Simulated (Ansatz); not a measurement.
`BB1BO1` + H₂ → `B1BO1` + BH₃ at 700 K and 1 bar (hydrogenolysis of a B–B bond).

Isolated molecules relaxed with PBE0-D4/def2-TZVP in Ansatz; ΔE leaves out vibrations. CCSD(T)/CBS adds triple-zeta CCSD(T) − MP2 to the extrapolated MP2 energy (def2 sets, frozen cores). This one scheme is used for every species.

| species | CCSD(T)/CBS energy (Eh) | H − E (kJ/mol) | S (J/(mol·K)) |
| --- | --- | --- | --- |
| `BB1BO1` | -151.33700 | 158.4 | 363.7 |
| H₂ | -1.17544 | 46.8 | 155.3 |
| `B1BO1` | -125.96505 | 109.9 | 292.9 |
| BH₃ | -26.55200 | 96.5 | 225.0 |

H − E and S are ideal-gas, rigid-rotor, harmonic terms from PBE0-D4/def2-TZVP. The MP2-based limit puts H₂ 0.8 mEh under its directly extrapolated value; such offsets cancel only in part. 1 Eh = 2625.50 kJ/mol, R = 8.31446 J/(mol·K).

By hand: ΔE, ΔH, ΔS and ΔG.

ΔE = (-125.96505) + (-26.55200) − (-151.33700) − (-1.17544) = -0.00461 Eh = -12.1 kJ/mol. Δ(H − E) = 109.9 + 96.5 − 158.4 − 46.8 = 1.2, so ΔH = -10.9 kJ/mol. ΔS = 292.9 + 225.0 − 363.7 − 155.3 = -1.1 J/(mol·K). ΔG = -10.9 − 700 × (-1.1)/1000 = -10.1 kJ/mol.

By hand: the equilibrium constant, and the temperature at which ΔG would vanish if ΔH and ΔS stayed fixed.

log₁₀ K = −ΔG/(RT ln 10) = 0.8. ΔG = 0 at ΔH/ΔS = 9909 K, far beyond where these terms or the molecules hold.

The number of gas molecules stays the same, so ΔS is small and ΔH decides. A doubt of 5 kJ/mol in ΔE shifts log₁₀ K by 0.4 here. These are equilibria of isolated gas molecules and say nothing of rates. Largest T1 diagnostic: 0.017 (customary marks: 0.02 for closed shells, 0.045 for open ones).
